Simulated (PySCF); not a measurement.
## Computed properties of C2H6FNSe, SMILES N([Se]F)(C)C

Se(F)(NMe2) (C2H6FNSe), SMILES CN(C)[Se]F. The structure is a stationary point at ωB97X-D3(BJ)/def2-SVP. This is a generated structure with no PubChem entry under its InChIKey; it may be hypothetical. The values are those of a single conformer. All values are computed for the isolated molecule unless a solvent is named; none is compared with measurement here.

**Structure.** The optimised structure has Cs symmetry. All 27 harmonic modes at ωB97X-D3(BJ)/def2-SVP (PySCF) are real, so it is a minimum. With heavy atoms numbered as in [Se:1]([F:2])[N:3]([CH3:4])[CH3:5], the shortest bond between them is N3–C5 at 1.457 Å and the longest Se1–F2 at 1.796 Å.

**Vibrations.** The strongest infrared lines (harmonic, unscaled, degenerate partners summed) lie at 620 cm⁻¹ (93 km/mol, F 51 %, Se 20 %, C 12 %, N 10 %), 1025 cm⁻¹ (72 km/mol, H 38 %, C 35 %, N 26 %), 3041 cm⁻¹ (64 km/mol, H 97 %). The softest mode is at 110 cm⁻¹ and the zero-point energy is 53.5 kcal/mol.

**Electronic structure.** CAM-B3LYP/def2-TZVP (PySCF) places the frontier levels at -7.88 and 0.08 eV, a gap of 7.96 eV, and gives a dipole moment of 2.84 D and a mean polarisability of 58.2 bohr³. PBE/def2-TZVP (PySCF) at the same geometry gives -5.17 and -1.94 eV, so its gap is 4.73 eV narrower. An orbital gap is neither the optical nor the fundamental gap.

**Excitations.** TDA-PBE0/def2-SVPD (PySCF) has S1 at 3.72 eV (333 nm, f = 0.000, dark); the most intense of the 10 singlets computed lies at 5.66 eV (f = 0.10). T1 (TDA) is at 2.86 eV, 0.86 eV under S1. TDA-PBE/def2-SVPD (PySCF) puts S1 at 3.54 eV. No vertical singlet excitation falls in the visible range (under 3.1 eV).

**NMR.** GIAO shifts at KT2/pcSseg-1 (PySCF) (non-relativistic, atoms alike by connectivity averaged): ¹³C at 57.7 ppm against TMS; ¹H at 3.8 ppm against TMS; ¹⁹F at -288.3 ppm against CFCl3.
